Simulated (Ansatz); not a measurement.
Species: C3H8O, net charge 0, singlet state. 
Geometry from a B3LYP-D3(BJ)/def2-TZVP (Ansatz, an electronic-structure program) optimisation:
SMILES: C(CC)O
```xyz
12

C     -1.8645    -0.1931    -0.3023
C     -0.5633    -0.0415     0.4803
C      0.6470     0.0514    -0.4275
O      1.8098     0.1901     0.3857
H     -1.8566    -1.0970    -0.9161
H     -2.0299     0.6578    -0.9677
H     -2.7210    -0.2579     0.3699
H     -0.5982     0.8550     1.1046
H     -0.4258    -0.8898     1.1558
H      0.5406     0.9120    -1.1014
H      0.7147    -0.8511    -1.0496
H      2.5829     0.2497    -0.1841
```
Charge 0, spin multiplicity 1.

Property: atomisation energy (electronic, to ground-state atoms), in eV. Valence correlation only, unless marked. UHF or UKS for open shells. Spin-orbit coupling is left out. Non-relativistic unless marked X2C. The coupled-cluster limit lacks core correlation, which all-electron functionals hold. CBS marks a two-point X^-3 extrapolation of the correlation energy; Hartree-Fock from the larger set. [CCSD(T)-MP2]/basis is that difference in the basis named.

```
level                                                                 program  atomisation energy (eV)  minus last row  rough core time
-------------------------------------------------------------  --------------  -----------------------  --------------  ---------------
HF/6-31G                                                               Ansatz                    33.50          -14.42                -
PBE/def2-TZVPD                                                         Ansatz                    48.48            0.56       under 20 s
PBE-D4/def2-TZVPD                                              Ansatz + dftd4                    48.65            0.73       under 20 s
revPBE-D3(BJ)/def2-TZVPD                                       Ansatz + dftd3                    47.45           -0.47       under 20 s
B97M-V/def2-TZVPD                                                      Ansatz                    47.72           -0.20       under 20 s
PBE0/def2-SVP                                                          Ansatz                    48.15            0.23       under 20 s
PBE0-D4/def2-TZVP                                              Ansatz + dftd4                    47.92            0.00       under 20 s
r2SCANh-D4/def2-TZVPD                                          Ansatz + dftd4                    47.60           -0.32       under 20 s
HSE06-D3(BJ)/def2-TZVPD                                        Ansatz + dftd3                    47.97            0.05       under 20 s
HSE06/def2-TZVPD                                                       Ansatz                    47.86           -0.06       under 20 s
B2GP-PLYP/def2-TZVPD                                                   Ansatz                    47.12           -0.80       under 20 s
RI-MP2/cc-pVTZ                                                         Ansatz                    47.26           -0.66       under 20 s
RI-MP2/cc-pVQZ                                                         Ansatz                    47.94            0.02       under 20 s
SCS-MP2/aug-cc-pVTZ                                                    Ansatz                    47.44           -0.48                -
CCSD/6-31G                                                             Ansatz                    40.85           -7.07                -
CCSD(T)/6-31G                                                          Ansatz                    41.05           -6.87       under 20 s
CCSD(T)/6-31G*                                                         Ansatz                    43.59           -4.33       under 20 s
CCSD(T)/aug-cc-pVDZ                                                    Ansatz                    45.05           -2.87             50 s
CCSD(T)/aug-cc-pVTZ                                                    Ansatz                    47.04           -0.88                -
X2C-CCSD(T)/cc-pVTZ-DK                                                 Ansatz                    46.77           -1.15            120 s
RI-MP2/CBS(aug-cc-pVTZ,aug-cc-pVQZ)+[CCSD(T)-MP2]/aug-cc-pVTZ          Ansatz                    47.92            0.00                -
```

Core times are rough, on shared machines, summed over the molecules involved; a dash marks a level read off another run, or run on other hardware, by another program or under a memory cap.
